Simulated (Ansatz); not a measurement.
```yaml
crystal:
  periodic: [false, false, false]
  atoms:
    - {symbol: F, position_ang: [-0.543898, -0.479230, -2.229515]}
    - {symbol: Si, position_ang: [-0.374797, 0.402272, -0.910326]}
    - {symbol: C, position_ang: [0.943733, 0.000021, 0.278034]}
    - {symbol: C, position_ang: [-0.517876, -0.387513, 0.723183]}
    - {symbol: H, position_ang: [-0.823172, 1.778135, -1.186950]}
    - {symbol: H, position_ang: [1.602404, -0.842312, 0.088674]}
    - {symbol: H, position_ang: [1.429140, 0.780073, 0.856315]}
    - {symbol: H, position_ang: [-0.706577, -1.454704, 0.791949]}
    - {symbol: H, position_ang: [-0.920457, 0.157059, 1.571637]}
basis:
  gaussian: {orbitals: def2-TZVP}
hamiltonian: {xc: {name: r2SCAN50}}
accuracy: high
output: {forces: true}
```

```sh
$ ansatz run in.yaml --threads 2 --pin off --events-out ev --progress --plain --max-ram 4352MiB
```

Output, abridged:

```
Functional definition: r2SCAN50
2906 factors; integrals over basis functions are off by at most 3.9e-9 eV
mean field evaluation 1: about -12742.5812 eV, gradient 5.3e1 eV
mean field evaluation 2: about -12742.8216 eV, gradient 5.0e1 eV
mean field evaluation 4: about -12748.4502 eV, gradient 7.5e-1 eV
mean field evaluation 8: about -12748.5451 eV, gradient 1.1e-1 eV
mean field evaluation 16: about -12748.5451 eV, gradient 6.1e-6 eV
mean field -12748.54512802 eV, -468.5003921805 hartree, gradient 3.4e-8 eV, S^2 0.000000; 0 other end points of the search recorded, 0 dependent functions left out
reference -12748.54512855 eV, -468.5003921999 hartree; 20, 20 occupied and 140, 140 virtual orbitals, 2906 factors
Total energy: -12748.54512855 eV, -468.5003921999 hartree
Atom 0 at    -0.543898    -0.479230    -2.229515 Å, force     0.083433     0.414383     0.627290 eV/Å
Atom 1 at    -0.374797     0.402272    -0.910326 Å, force     0.045088    -0.359839    -0.158303 eV/Å
Atom 2 at     0.943733     0.000021     0.278034 Å, force    -0.034953     0.016405    -0.073057 eV/Å
Atom 3 at    -0.517876    -0.387513     0.723183 Å, force    -0.020694     0.019316    -0.078970 eV/Å
Atom 4 at    -0.823172     1.778135    -1.186950 Å, force     0.076698    -0.250084     0.036850 eV/Å
Atom 5 at     1.602404    -0.842312     0.088674 Å, force    -0.204692     0.231761     0.064383 eV/Å
Atom 6 at     1.429140     0.780073     0.856315 Å, force    -0.155260    -0.227610    -0.154675 eV/Å
Atom 7 at    -0.706577    -1.454704     0.791949 Å, force     0.073055     0.306336    -0.021694 eV/Å
Atom 8 at    -0.920457     0.157059     1.571637 Å, force     0.137324    -0.150668    -0.241823 eV/Å
Dipole moment:     0.030234     0.147773     0.226961 e Å
```

Hardware: 2 threads of an Intel Xeon Platinum 8259CL on a shared host. Wall time 21 s, peak host memory 0.77 GiB.
